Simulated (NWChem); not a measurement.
Species: CH₅NOSi, singlet; SMILES CO[Si]N

```xyz
9

Si     0.7063    -0.8207     0.0000
O      0.6274     0.8534     0.0000
C     -0.4656     1.7222     0.0000
H     -1.1031     1.5885     0.8940
H     -0.1036     2.7622     0.0000
H     -1.1031     1.5885    -0.8940
N     -0.9686    -1.2495     0.0000
H     -1.7797    -0.6372     0.0000
H     -1.2439    -2.2265     0.0000
```
Atoms are numbered in this order, from 1.

Results from NWChem. Low-valent species are run as closed-shell singlets; no triplet was tried in these runs. All runs use the structure optimised with PBE0/def2-SVP. Ions are spin-unrestricted doublets at the neutral geometry; other ion states weren't tried.

For level PBE/def2-SVP:

* **vertical ionisation energy, ΔSCF (eV)**: 8.86
* **−ε(HOMO) (eV)**: 5.51

Task: How do the values read with level CAM-B3LYP/def2-SVP instead?

Result: 
| Item | Value |
|---|---|
| vertical ionisation energy, ΔSCF (eV) | 9.09 |
| −ε(HOMO) (eV) | 7.93 |
